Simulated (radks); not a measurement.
All-electron atom: Ga in [Ar] 3d10 4s2 4p1. Method: scalar-relativistic Kohn-Sham, BLYP, spin-polarised, spherical densities, point nucleus; open shells are filled with parallel spins first; computed with a radial shooting solver on a logarithmic mesh with Libxc functionals. Some entries of the table are withheld. Estimate them.

orbital,occ.,eigenvalue (hartree),<1/r> (bohr^-1)
1s up,1,-376.0425,31.30
1s down,1,-376.0417,31.30
2s up,1,-46.39348,6.845
2s down,1,-46.39340,6.845
2p up,3,-40.39465,6.715
2p down,3,-40.39420,6.715
3s up,1,-5.42908,2.185
3s down,1,-5.42848,2.185
3p up,3,(1),2.031
3p down,3,(2),2.031
3d up,5,-0.69778,1.647
3d down,5,-0.69569,1.650
4s up,1,-0.33424,0.5592
4s down,1,-0.31495,0.5621
4p up,1,-0.09930,0.3867
4p down,0,-0.08092,0.3771

Answer. 
(1) 3p up eigenvalue (hartree): -3.62220
(2) 3p down eigenvalue (hartree): -3.62144
